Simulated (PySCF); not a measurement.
SMILES CSc1cccs1 (C₅H₆S₂), GFN2-xTB optimised geometry.

```
13

C     -2.53     0.16     0.02
S     -1.29     1.48     0.00
C      0.19     0.55     0.00
C      1.45     1.07     0.00
C      2.45     0.07     0.00
C      1.94    -1.19     0.00
S      0.22    -1.19     0.00
H     -2.41    -0.44     0.91
H     -2.43    -0.45    -0.87
H     -3.50     0.65     0.02
H      1.65     2.13     0.00
H      3.50     0.28     0.00
H      2.46    -2.13     0.00
```

Density from B3LYP/def2-TZVP (PySCF 2.14.0) at that geometry.

Minimum of the electron density along straight lines between bonded atoms, close to the bond critical point (lines longer than 1.1 times the sum of covalent radii, or with two minima, are not listed):

| bond | length / Å | ρ at the minimum / e bohr⁻³ | ∇²ρ there / e bohr⁻⁵ | position (fraction from the first atom) |
|---|---|---|---|---|
| C1–S2 | 1.815 | [?] | [?] | 0.47 |
| S2–C3 | 1.749 | 0.205 | -0.42 | 0.50 |
| C3–C4 | 1.364 | 0.331 | -0.97 | 0.52 |
| C4–C5 | 1.411 | 0.306 | [?] | 0.50 |
| C5–C6 | 1.356 | 0.338 | -1.01 | 0.49 |
| C3–S7 | 1.738 | 0.210 | -0.41 | 0.49 |
| C6–S7 | 1.722 | 0.216 | -0.45 | 0.47 |
| C1–H8 | 1.086 | 0.284 | -0.99 | 0.65 |
| C1–H9 | 1.086 | 0.284 | -0.99 | 0.65 |
| C1–H10 | 1.085 | 0.284 | -0.99 | 0.65 |
| C4–H11 | 1.074 | 0.290 | -1.05 | 0.65 |
| C5–H12 | 1.075 | 0.290 | -1.05 | 0.65 |
| C6–H13 | 1.071 | 0.292 | -1.06 | 0.65 |

### Question
Fill in the missing entries.

### Answer

- C1–S2, ρ at the minimum / e bohr⁻³: 0.182
- C1–S2, ∇²ρ there / e bohr⁻⁵: -0.30
- C4–C5, ∇²ρ there / e bohr⁻⁵: -0.88
